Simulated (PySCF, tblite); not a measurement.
Isomers of C4H6NOSi (doublet state), one GFN2-xTB conformer each. Single-point energies are computed at B3LYP/pcH-1 (PySCF, gas phase, no added dispersion term), electronic only. GFN2-xTB treats the open shell by occupation alone, and not every SCF solution was tested for stability.

Question: Rank them by B3LYP/pcH-1 energy, lowest first (kcal/mol).
A. `[N:1]#[C:2][Si@@H:3]1[CH:4][CH2:5][O:6][CH2:7]1` (doublet state) with C2–Si3–C4–C5 -118°, Si3–C4–C5–O6 -12°, C4–C5–O6–C7 32°, C5–O6–C7–Si3 -35°
B. `[N:1]#[C:2][C:3]1[CH2:4][CH2:5][SiH2:6][O:7]1` (doublet state) with C2–C3–C4–C5 -163°, C3–C4–C5–Si6 -22°, C4–C5–Si6–O7 17°, C5–Si6–O7–C3 -8°
C. `[N:1]#[C:2][C@@H:3]1[CH2:4][CH2:5][SiH:6][O:7]1` (doublet state) with C2–C3–C4–C5 -80°, C3–C4–C5–Si6 -31°, C4–C5–Si6–O7 15°, C5–Si6–O7–C3 8°

Answer: B (0.0), C (6.7), A (31.2).

As drawn, the lowest has an Si–O bond, which the highest lacks. GFN2-xTB itself gives, in the same order: 0.0, 12.1, 67.0. Both levels put the same isomer lowest; measured from each level's own lowest isomer, the values differ by up to 35.8 kcal/mol (N#C[Si@@H]1[CH]COC1: 67.0 against 31.2).

Question: What happens when harmonic zero-point energies from GFN2-xTB frequencies are added?

Answer: 
```csv
SMILES,ZPE (kcal/mol),electronic (kcal/mol),with ZPE (kcal/mol)
N#C[C]1CC[SiH2]O1,55.9,0.0,0.0
N#C[C@@H]1CC[SiH]O1,58.3,6.7,9.2
N#C[Si@@H]1[CH]COC1,55.5,31.2,30.8
```

The zero-point energies span 2.8 kcal/mol. The order is unchanged.
